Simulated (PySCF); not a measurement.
```xyz
15

O     -0.4021     2.0089     0.6719
Si    -1.5232     1.5190    -0.4448
Si    -1.5141    -0.8117    -0.3055
Si     0.6795    -1.5818    -0.5598
Si     2.1475    -0.4614     0.8798
H     -0.2186     2.9468     0.7429
H     -2.8633     2.1070    -0.1553
H     -1.1422     1.9656    -1.8169
H     -2.4068    -1.3791    -1.3560
H     -2.0320    -1.2302     1.0273
H      0.7325    -3.0471    -0.2909
H      1.1108    -1.3597    -1.9693
H      3.4274    -1.2172     0.9713
H      1.5642    -0.3584     2.2426
H      2.4401     0.8994     0.3625
```

Charge 0, multiplicity 1.

Task: Give the Mulliken and meta-Löwdin atomic charges from ωB97X-D3(BJ)/def2-TZVP // PBE0-D3(BJ)/def2-TZVP run with PySCF 2.14.0.

Result: 
| atom | Mulliken (e) | meta-Löwdin (e) |
|---|---|---|
| O1 | -0.52 | -0.76 |
| Si2 | 0.32 | 0.68 |
| Si3 | 0.02 | 0.13 |
| Si4 | 0.03 | 0.15 |
| Si5 | 0.08 | 0.27 |
| H6 | 0.32 | 0.35 |
| H7 | -0.05 | -0.12 |
| H8 | -0.05 | -0.13 |
| H9 | -0.02 | -0.08 |
| H10 | -0.01 | -0.08 |
| H11 | -0.02 | -0.08 |
| H12 | -0.02 | -0.08 |
| H13 | -0.03 | -0.09 |
| H14 | -0.02 | -0.09 |
| H15 | -0.03 | -0.09 |
